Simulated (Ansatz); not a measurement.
Diphenyliodonium dicyanamide, `N#C[N-]C#N.c1ccc([I+]c2ccccc2)cc1`, relaxed as a singlet with RKS PBE-D4/def2-SVP in Ansatz, starting from the GFN2-xTB geometry. Force threshold 0.03 eV/Å.

In the def2 sets I takes a core potential; there is no spin–orbit coupling. The restricted singlet is unstable towards broken spin symmetry in Hartree–Fock (as tested in another run); at PBE-D4/def2-SVP this wasn't settled. In the singlet geometry the species has come apart into loosely held pieces.

Start:

```xyz
28

N    -1.9840   -0.8632    1.9220
C    -1.5345   -0.4191    0.9577
N    -0.8949    0.0512   -0.0624
C    -1.3881    0.5888   -1.1300
N    -1.7049    1.0837   -2.1219
C    -0.2801    2.2942    3.9527
C     0.1949    1.0019    4.0932
C     0.7590    0.3433    3.0118
C     0.8397    1.0105    1.8062
I     1.6408   -0.0511    0.0723
C     0.9373   -1.0785   -1.7238
C     0.3714   -2.3316   -1.5949
C    -0.1387   -2.9449   -2.7261
C    -0.0806   -2.3043   -3.9534
C     0.4980   -1.0520   -4.0596
C     1.0089   -0.4214   -2.9359
C     0.3720    2.2993    1.6418
C    -0.1877    2.9437    2.7319
H    -0.7339    2.7952    4.7944
H     0.1144    0.4895    5.0394
H     1.1187   -0.6689    3.1106
H     0.3106   -2.8168   -0.6324
H    -0.5922   -3.9203   -2.6404
H    -0.4949   -2.7808   -4.8287
H     0.5390   -0.5497   -5.0137
H     1.4448    0.5625   -3.0101
H     0.4264    2.7887    0.6811
H    -0.5613    3.9502    2.6185
```

```tsv
step	energy (eV)	largest force component (eV/Å)	SCF passes
1	-27209.4882	3.751	27
2	-27209.9592	0.331	33
3	-27209.9934	0.833	39
4	-27210.0512	0.730	31
5	-27210.0820	0.399	27
6	-27210.1074	0.493	32
7	-27210.1367	0.712	31
8	-27210.1753	0.693	32
9	-27210.2259	0.711	35
10	-27210.2799	0.560	28
11	-27210.3128	0.375	31
13	-27210.3434	0.207	22
15	-27210.3614	0.206	25
17	-27210.3745	0.108	22
19	-27210.3804	0.212	25
21	-27210.3870	0.608	31
23	-27210.4061	0.241	26
25	-27210.4493	0.334	26
27	-27210.5171	0.614	27
29	-27210.5557	0.340	23
31 (rejected)	-27210.5514	0.369	26
33	-27210.5726	0.063	25
35	-27210.5740	0.039	25
37	-27210.5751	0.065	23
39	-27210.5760	0.043	23
41	-27210.5766	0.055	23
43	-27210.5777	0.048	23
44	-27210.5781	0.029	24
```

Force components are those of the run's own axes.

End:

Cartesian coordinates in Å:
```
N -1.144 -1.764 1.090
C -1.494 -0.803 0.475
N -1.940 0.228 -0.187
C -1.232 1.160 -0.754
N -0.634 2.041 -1.296
C -0.412 2.204 3.581
C -0.140 0.831 3.675
C 0.548 0.169 2.645
C 0.941 0.944 1.549
I 2.161 0.008 0.040
C 1.004 -0.984 -1.484
C 0.648 -2.319 -1.265
C 0.005 -2.985 -2.321
C -0.262 -2.316 -3.526
C 0.096 -0.968 -3.692
C 0.740 -0.270 -2.657
C 0.674 2.309 1.401
C -0.013 2.938 2.452
H -0.960 2.708 4.392
H -0.483 0.250 4.545
H 0.706 -0.917 2.679
H 0.802 -2.812 -0.297
H -0.306 -4.031 -2.180
H -0.775 -2.848 -4.342
H -0.145 -0.436 -4.624
H 0.950 0.805 -2.741
H 0.918 2.850 0.477
H -0.255 4.007 2.365
```

Bonds lost: N3–I10 (atoms count from 1). The end holds 2 separate pieces.

No frequencies were taken in this run, so the end may be a saddle point.

Hardware: 2 threads of AMD EPYC 7R13 on a shared host and a share (18 GiB) of an NVIDIA H100 80GB HBM3. Wall time 1.9 min.
